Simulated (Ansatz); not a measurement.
One geometry of Si₄⁺, several levels of theory.

```yaml
crystal:
  periodic: [false, false, false]
  atoms:
    - {symbol: Si, position_ang: [-0.822202, -0.193055, -1.015485]}
    - {symbol: Si, position_ang: [-1.297332, -0.645421, 1.172604]}
    - {symbol: Si, position_ang: [0.823024, 0.192548, 1.016037]}
    - {symbol: Si, position_ang: [1.296520, 0.645928, -1.173165]}
basis:
  gaussian: {orbitals: def2-TZVP, initial_orbitals: start.molden}
total_charge: 1
magnetization: {spin_polarized: true, initial_magnetization: 1}
hamiltonian: {xc: pbe0, dispersion: d4}
scf: {omitted_lower_state_checks: [starts]}
output: {orbitals: {seedname: orbitals}}
```

The file start.molden holds the orbitals of an earlier run on this structure, at another level or in another basis.

```sh
$ ansatz run in.yaml --threads 4 --pin off --events-out ev --progress --plain --max-ram 3916MiB
```

It prints (some lines left out):

```
Functional definition: PBE0
1072 factors; their error is unknown
mean field evaluation 1: about -31485.5003 eV, gradient 8.7e1 eV
mean field evaluation 2: about -31487.5130 eV, gradient 2.6e0 eV
mean field evaluation 4: about -31487.6994 eV, gradient 1.1e-1 eV
mean field evaluation 8: about -31487.6995 eV, gradient 1.3e-5 eV
mean field -31487.69948182 eV, -1157.1516128276 hartree, gradient 1.3e-5 eV, S^2 0.764981; 0 other end points of the search recorded, 0 dependent functions left out
reference -31487.69950739 eV, -1157.1516137674 hartree; 28, 27 occupied and 120, 121 virtual orbitals, 1072 factors
Total energy: -31487.90851591 eV, -1157.1592946888 hartree
Checks for a lower state left out: starts
```

Hardware: 4 threads of Arm Neoverse N1 on a shared host. Wall time 4.7 s.

As the first input, with `correlation: {method: mp2}` and without the key `hamiltonian` (abridged; 6 s):

```
Functional definition: HF
mean field evaluation 16: about -31439.4329 eV, gradient 5.8e-1 eV
mean field -31439.44327524 eV, -1155.3782299452 hartree, gradient 3.7e-6 eV, S^2 1.334562
20 core orbitals not correlated: weight in the atoms' cores, before any rotation towards them, 1.000 or more for the frozen orbitals, at most 0.000 for the correlated occupied ones
second order -10.39914768 eV of doubles, -0.00000000 eV of singles
Total energy: -31449.84242292 eV, -1155.7603915735 hartree
Checks for a lower state left out: starts
```

First input, but with `hamiltonian: {xc: {text: "exchange = 0.65*pbe_x + 0.35*exact_x\ncorrelation = pbe_c"}}` (abridged; 4.8 s):

```
Functional definition: unnamed
mean field -31488.64841720 eV, -1157.1864855597 hartree, gradient 2.7e-5 eV, S^2 0.769197
Total energy: -31488.64843941 eV, -1157.1864863759 hartree
Checks for a lower state left out: starts
```

The first input with `hamiltonian: {xc: {text: "exchange = 0.85*pbe_x + 0.15*exact_x\ncorrelation = pbe_c"}}` (abridged; 3.7 s):

```
Functional definition: unnamed
mean field -31486.77875766 eV, -1157.1177768389 hartree, gradient 6.4e-5 eV, S^2 0.761269
Total energy: -31486.77878659 eV, -1157.1177779021 hartree
Checks for a lower state left out: starts
```

The first input with `gaussian: {orbitals: STO-3G}`, `hamiltonian: {xc: hf}` (abridged; 0.35 s):

```
Functional definition: HF
mean field evaluation 16: about -31077.7156 eV, gradient 5.9e-4 eV
mean field -31078.11932475 eV, -1142.0998196787 hartree, gradient 1.7e-5 eV, S^2 1.854362
Total energy: -31078.11932475 eV, -1142.0998196787 hartree
Checks for a lower state left out: starts
```

As the first input, with `hamiltonian: {xc: {text: "exchange = 0.50*pbe_x + 0.50*exact_x\ncorrelation = pbe_c"}}` (abridged; 12 s):

```
Functional definition: unnamed
mean field -31490.12087179 eV, -1157.2405972678 hartree, gradient 2.4e-5 eV, S^2 0.776389
Total energy: -31490.12088893 eV, -1157.2405978977 hartree
Checks for a lower state left out: starts
```

As the first input, with `gaussian: {orbitals: 6-31G}`, `hamiltonian: {xc: {name: B3LYP}, dispersion: d4}` (abridged; 1.2 s):

```
Functional definition: B3LYP
mean field -31497.61436924 eV, -1157.5159782198 hartree, gradient 4.1e-5 eV, S^2 0.757462
Total energy: -31498.03095556 eV, -1157.5312874846 hartree
Checks for a lower state left out: starts
```

Geometry: r2SCAN-D4/def2-TZVP.

B3LYP takes the VWN-RPA correlation. Correlated methods freeze 20 core orbitals. At MP2/def2-TZVP, HF/STO-3G the charge 1 doublet is spin-contaminated (final ⟨S²⟩ up to 1.85, 0.75 for a pure state). The structure comes from a short search, and lower isomers may exist.
